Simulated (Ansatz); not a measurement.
Reaction (SMILES): O[Si](O)(O)S → O[Si](O)(O)[S] + H atom (the H-S bond at the site shown breaks; other sites are not compared here)
Geometries: B3LYP-D3(BJ)/def2-TZVP minima from Ansatz (a first-principles code), one conformer each, not searched for the lowest. Frequencies are from Ansatz.
Geometry of the first species:
```xyz
9

O      0.5711    -0.1832     1.6663
Si    -0.2167    -0.1738     0.2354
O     -0.5207    -1.7395    -0.1244
O     -1.6636     0.5950     0.2326
S      1.0110     0.8759    -1.1583
H      0.3597    -0.9015     2.2704
H     -1.0819    -1.9271    -0.8812
H     -1.6689     1.5454     0.3742
H      2.1556     0.3238    -0.7216
```

Wanted: bond dissociation energy (enthalpy at 298 K, with B3LYP-D3(BJ) rigid-rotor harmonic-oscillator terms), in eV. Valence correlation only, unless marked. UHF or UKS for open shells. No spin-orbit coupling. No relativistic terms. CBS(X,Y): correlation extrapolated as X^-3; Hartree-Fock from the larger set.

```csv
level,program,bond dissociation energy (eV)
PBE/def2-TZVPD,Ansatz,3.78
BLYP-D4/def2-TZVPD,Ansatz + dftd4,3.76
B3LYP-D3(BJ)/def2-TZVPD,Ansatz + dftd3,3.84
HSE06/def2-TZVPD,Ansatz,3.79
B2PLYP-D4/def2-TZVPD,Ansatz + dftd4,3.82
B2PLYP/def2-TZVPD,Ansatz,3.80
SCS-MP2/cc-pV(D+d)Z,Ansatz,3.68
"CCSD(T)/CBS(cc-pV(T+d)Z,cc-pV(Q+d)Z)",Ansatz,(withheld)
```

What belongs in the gaps?


- CCSD(T)/CBS(cc-pV(T+d)Z,cc-pV(Q+d)Z), bond dissociation energy (eV): 3.97
